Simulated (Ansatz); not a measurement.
`O[B]([AlH2])CCl`, relaxed with RKS PBE-D4/def2-SVP in Ansatz 0.2.0 from a rough embedded geometry. The force threshold is 0.03 eV/Å; the program also tests the step.

Total charge 0; spin multiplicity 1.

Start:

```xyz
10

O     0.557   -1.133   -1.438
B     0.075   -0.323   -0.382
Al   -0.583    1.596   -0.755
C    -0.051   -0.924    1.128
Cl    1.074   -0.127    2.203
H     1.557   -0.916   -1.515
H    -0.539    2.239   -2.179
H    -1.203    2.502    0.503
H     0.213   -2.024    1.006
H    -1.101   -0.889    1.430
```

| step | energy (eV) | largest force (eV/Å) | largest move (Å) |
| --- | --- | --- | --- |
| 1 | -22938.1520 | 2.840 | 0.000 |
| 2 | -22938.6014 | 2.593 | 0.192 |
| 3 | -22938.8931 | 3.266 | 0.194 |
| 4 | -22939.1112 | 2.926 | 0.195 |
| 5 | -22939.2326 | 1.824 | 0.199 |
| 6 | -22939.2844 | 0.539 | 0.200 |
| 7 | -22939.3106 | 0.435 | 0.200 |
| 8 | -22939.3450 | 0.201 | 0.086 |
| 9 | -22939.3640 | 0.160 | 0.191 |
| 10 | -22939.3877 | 0.205 | 0.196 |
| 11 | -22939.4145 | 0.337 | 0.195 |
| 12 | -22939.4471 | 0.440 | 0.196 |
| 13 | -22939.4822 | 0.383 | 0.195 |
| 14 | -22939.5092 | 0.312 | 0.200 |
| 15 | -22939.5421 | 0.382 | 0.200 |
| 16 | -22939.5499 | 0.326 | 0.141 |
| 17 | -22939.5662 | 0.181 | 0.036 |
| 18 | -22939.5760 | 0.123 | 0.122 |
| 19 | -22939.5787 | 0.198 | 0.117 |
| 20 | -22939.5822 | 0.078 | 0.023 |
| 21 | -22939.5836 | 0.039 | 0.034 |
| 22 | -22939.5849 | 0.053 | 0.072 |
| 23 | -22939.5852 | 0.045 | 0.036 |
| 24 | -22939.5854 | 0.026 | 0.008 |

End:

```xyz
10

O     0.155   -1.562   -1.368
B     0.048   -0.518   -0.500
Al   -0.260    1.619   -0.483
C     0.186   -0.911    1.054
Cl    0.024    0.684    1.971
H     0.066   -1.281   -2.297
H     0.977    2.637   -0.663
H    -1.747    2.242   -0.493
H     1.169   -1.337    1.341
H    -0.618   -1.573    1.438
```

Run time 23 s (4 threads of an Intel Xeon Platinum 8488C on a shared host); peak host memory 0.2 GiB.
